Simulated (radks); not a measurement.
Spherical quantum dot in the effective-mass picture: electrons in a parabolic well V = omega^2 r^2 / 2 with omega = 2.23, with a point charge +1 (a donor) at the centre, all in effective atomic units (hartree* = m*/eps^2 hartree, bohr* = eps/m* bohr), one dielectric constant everywhere. Calculated with a radial shooting solver with Libxc functionals: non-relativistic Kohn-Sham, r2SCAN, spin-polarised, spherical densities, generalised Kohn-Sham scheme. Levels are named by radial order and angular momentum (1s, 1p, 1d, 2s, ...), and open shells are averaged over m.

N = 2, configuration 1s2. This is the lowest configuration that the search found. Occupied and some empty levels:

level,occupation,eigenvalue (hartree*),<r> (bohr*)
1s,2,3.2454,0.6834
1p,0,5.9624,0.9811
2s,0,7.9540,1.083
1d,0,8.3986,1.186

Energy (hartree*): total 4.29147, kinetic 4.0886, external -1.0878, Hartree 2.6482, exchange-correlation -1.3576.
